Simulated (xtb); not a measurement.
Si(H)(F)(vinyl)2 (C₄H₇FSi), SMILES C=C[SiH](F)C=C. All values are semi-empirical tight-binding results from xtb (GFN2-xTB unless named), good for trends rather than for accurate numbers. Coordinates come from a GFN2-xTB optimisation. Other conformers were not sampled.

Question: Estimate the properties. (The exact figures need the calculation; the answer reports its results.)

Answer: 
```
Item                                           Result
--------------------------------------  -------------
orbital gap                                   4.10 eV
dipole moment                                  1.94 D
zero-point energy                       58.7 kcal/mol
G − E(el) at 298.15 K (modified RRHO)   37.8 kcal/mol
static polarisability (D4 model)           78.6 bohr³
solvation energy, GFN2-xTB/ALPB(water)  -0.9 kcal/mol
solvation energy, GFN2-xTB/ALPB(dmso)   -5.1 kcal/mol
```
